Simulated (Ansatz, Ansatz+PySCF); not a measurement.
```xyz
9

C     0.8711    0.0069    0.0048
C    -0.4312    0.7594   -0.0017
C    -0.4355   -0.7453    0.0086
H     1.4587    0.0045    0.9247
H     1.4648   -0.0090   -0.9130
H    -0.7266    1.2752   -0.9163
H    -0.7385    1.2730    0.9176
H    -0.7364   -1.2581    0.9144
H    -0.7336   -1.2608   -0.9244
```

Basis set: def2-SVP (spherical functions). Frozen core: 3 orbitals. Charge 0, multiplicity 1.

Computed with Ansatz (development build ahead of 0.2.0); each method stands on the lowest determinant of its kind that the runs found. Restricted open shells among the atoms or ions are ROHF, correlated in semicanonical orbitals with singles.

The atomization energy at this shape (free ground-state atoms in the same class of orbitals less the molecule, no zero-point energy) of singlet C₃H₆:

```csv
method,atomization energy
RHF-MP2,35.91 eV
UHF-MP2,35.89 eV
RHF,28.77 eV
UHF,28.44 eV
```

What does RHF-CCSD(T) give?

35.67 eV.
